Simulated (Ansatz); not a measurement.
Reaction (formal exchange of groups at the Si–Se bond): `SB[SiH2][SeH]` + SiH₄ → `[SiH3][SiH2]BS` + H₂Se

Computed with Ansatz on PBE0-D4/def2-TZVP structures; ΔE is electronic, products minus reactants. CBS: MP2 limit from def2 TZ/QZ plus the TZ coupled-cluster correction, frozen cores. This one scheme is used for every species. Functionals use def2-TZVPP. B3LYP here is the variant with VWN-RPA as its local correlation; programs differ in this. For Se outer-core shells are correlated without core-valence functions, which leaves a few kJ/mol of doubt a bond. Scalar relativity is left out up to krypton. Each species was taken in one conformer, which may not be the lowest.

```
             level  ΔE (kcal/mol)  difference from CCSD(T)/CBS
            PBE-D4           10.2                         -3.2
         r2SCAN-D4           11.7                         -1.7
           PBE0-D4           11.2                         -2.2
          B3LYP-D4           12.6                         -0.8
               PBE            9.9                         -3.5
            r2SCAN           11.7                         -1.7
              PBE0           11.0                         -2.4
             B3LYP           12.0                         -1.4
     HF/def2-TZVPP           14.9                          1.5
    MP2/def2-TZVPP           15.0                          1.6
SCS-MP2/def2-TZVPP           14.8                          1.4
     HF/def2-QZVPP           14.9                          1.5
    MP2/def2-QZVPP           15.5                          2.1
      HF/CBS(def2)           14.9                          1.5
     MP2/CBS(def2)           15.8                          2.4
    CCSD/CBS(def2)           13.6                          0.2
       CCSD(T)/CBS           13.4                            0
```

Largest T1 diagnostic among the species: 0.016.

From PBE to PBE0 (25 % exact exchange), in def2-TZVPP and without D4, ΔE moves by +1.0 kcal/mol.
